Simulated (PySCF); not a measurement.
C6H14N (charge +1).
SMILES: `C([NH2+]C)C1CCC1`

Jobs on this species (21 atoms, 56 electrons) with PySCF (density fitting). Hardware of each: one thread, Arm Neoverse N1 (aarch64), no GPU, on a shared host. The host was shared with other jobs, so the times are rough. Peak memory is the resident size of the whole Python process, interpreter and libraries included.

| level and settings | work | basis functions | SCF cycles | wall time | peak memory |
| --- | --- | --- | --- | --- | --- |
| PBE0/pcSseg-1 | shieldings, ring-centre shieldings, charges and field gradients | 189 | ? | ? | ? |
| revPBE/6-31++G** | spin–spin couplings from 21 perturbed nuclei, spin–dipole term for 1 of them | 210 | 14 | 75 s | 0.82 GiB |
| PBE0/def2-SVPD | 6 singlets by full TDDFT, 2 Tamm–Dancoff triplets, polarisability | 252 | 12 | 71 s | 0.99 GiB |
| PBE0/ANO-RCC-VDZP, fitting basis def2-qzvpp-jkfit, start guess sap | spin–spin couplings from 21 perturbed nuclei, spin–dipole term for 1 of them | 168 | 14 | 87 s | 0.92 GiB |
| X3LYP/IGLO-II, energy threshold 1e-08 Eh | 1 singlet by TDA, polarisability, density and orbital grids written | 238 | 9 | 53 s | 0.87 GiB |
| PBE0/pcSseg-1, start guess vsap | shieldings, ring-centre shieldings, charges and field gradients | 189 | 13 | 53 s | 0.80 GiB |
| BP86/6-311G**, start guess vsap, fitting basis def2-qzvpp-jkfit | spin–spin couplings from 21 perturbed nuclei, spin–dipole term for 1 of them | 210 | 16 | 87 s | 0.74 GiB |

Question: Fill in the missing figures.

Answer: 
- PBE0/pcSseg-1; shieldings, ring-centre shieldings, charges and field gradients: 42 s, 0.91 GiB, 12 SCF cycles

Question: What do all jobs in the table cost together?

Answer: About 7.8 min; the longest takes about 19 % of that, and about 2.1 times as long as the shortest.
